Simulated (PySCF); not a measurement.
A calculated (UHF, PySCF 2.14, aug-cc-pV(D+d)Z, no relativity, point nucleus) atom or ion has these occupied shells.

```json
{"shell": "1s α", "electrons": "1", "orbital energy (eV)": "-3258.9", "rms radius, mean of both spins (bohr)": "0.0998"}
{"shell": "1s β", "electrons": "1", "orbital energy (eV)": "-3258.0", "rms radius, mean of both spins (bohr)": "0.0998"}
{"shell": "2s α", "electrons": "1", "orbital energy (eV)": "-365.72", "rms radius, mean of both spins (bohr)": "0.448"}
{"shell": "2s β", "electrons": "1", "orbital energy (eV)": "-364.87", "rms radius, mean of both spins (bohr)": "0.448"}
{"shell": "2p α", "electrons": "3", "orbital energy (eV)": "-291.11", "rms radius, mean of both spins (bohr)": "0.417"}
{"shell": "2p β", "electrons": "3", "orbital energy (eV)": "-289.61", "rms radius, mean of both spins (bohr)": "0.417"}
{"shell": "3s α", "electrons": "1", "orbital energy (eV)": "-63.615", "rms radius, mean of both spins (bohr)": "1.44"}
{"shell": "3s β", "electrons": "1", "orbital energy (eV)": "-55.653", "rms radius, mean of both spins (bohr)": "1.44"}
{"shell": "3p α", "electrons": "3", "orbital energy (eV)": "-43.548", "rms radius, mean of both spins (bohr)": "1.59"}
{"shell": "3p β", "electrons": "1", "orbital energy (eV)": "-40.275", "rms radius, mean of both spins (bohr)": "1.59"}
```

Question: Name the element and its charge.

Answer: Ar²⁺ (argon, charge +2), in [Ne] 3s2 3p4, high-spin 3P determinant.
